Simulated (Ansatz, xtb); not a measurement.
**A geometry optimisation of CH9BSi2 with r2SCAN-D4/def2-SVP**

The starting geometry of this gas-phase singlet was built from a drawn formula by distance geometry and a force field; its bonds are those of `[CH2+][BH-]([SiH3])[SiH3]`.

| atom | x (Å) | y (Å) | z (Å) |
| --- | --- | --- | --- |
| C | -1.0460 | -2.6345 | 0.3681 |
| B | -0.4775 | -1.1295 | 0.5515 |
| Si | -1.2464 | -0.0200 | -0.8708 |
| Si | 1.4630 | -1.1603 | 0.3916 |
| H | -0.7340 | -3.3779 | 1.0573 |
| H | -1.7121 | -2.8821 | -0.4531 |
| H | -0.8184 | -0.7294 | 1.6199 |
| H | -2.7267 | -0.0205 | -0.7283 |
| H | -0.7464 | 1.3558 | -0.6721 |
| H | -0.8250 | -0.4431 | -2.1693 |
| H | 1.9299 | 0.1988 | 0.5494 |
| H | 1.8481 | -1.6079 | -0.9661 |
| H | 2.0377 | -2.0143 | 1.4223 |

Where would you expect an optimisation with r2SCAN-D4/def2-SVP to take it?

It rearranges to `[SiH3]BC[SiH3]`. Contacts that open: B2–Si4 (1.95 → 2.54 Å). Contacts that close: C1–Si4 (2.91 → 1.92 Å).

The energy falls by 2.49 eV over 16 steps:

```tsv
step	E − E(last) (eV)
1	2.489
3	1.257
4	1.110
6	0.643
8	0.093
9	0.057
11	0.003
13	0.000
14	0.000
16	0.000
```

Final geometry (Å):

| atom | x (Å) | y (Å) | z (Å) |
| --- | --- | --- | --- |
| C | -0.4400 | -2.3670 | 0.4374 |
| B | -0.9577 | -0.9335 | 0.6554 |
| Si | -1.4871 | 0.2731 | -0.8806 |
| Si | 1.3994 | -1.8254 | 0.3218 |
| H | -0.5218 | -3.0632 | 1.2860 |
| H | -0.6873 | -2.8590 | -0.5154 |
| H | -1.0032 | -0.4943 | 1.7857 |
| H | -2.9867 | 0.2976 | -0.9537 |
| H | -1.0304 | 1.6896 | -0.7172 |
| H | -0.9905 | -0.2230 | -2.2069 |
| H | 1.5035 | -0.3429 | 0.5293 |
| H | 1.9468 | -2.1288 | -1.0301 |
| H | 2.2011 | -2.4881 | 1.3888 |

From the same start GFN2-xTB reaches the same bonding as this run.

The end wasn't checked by frequencies. Run with Ansatz 0.2.0, 93 s on 2 threads of Intel(R) Xeon(R) Processor @ 2.50GHz (Skylake/Cascade Lake), on a shared host.
